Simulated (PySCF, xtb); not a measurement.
C4H4O, SMILES c1ccco1.

GFN2-xTB (xtb) at its own geometry gives an orbital gap of 4.95 eV and a dipole moment of 0.39 D.

Coordinates come from a B3LYP-D3(BJ)/def2-SVP optimisation.

### Question
What does PBE/def2-TZVP run with PySCF give? (Estimate from the structure and the level; the computed values follow.)

### Answer
gap 4.87 eV (levels -5.61 and -0.74 eV), dipole 0.50 D.
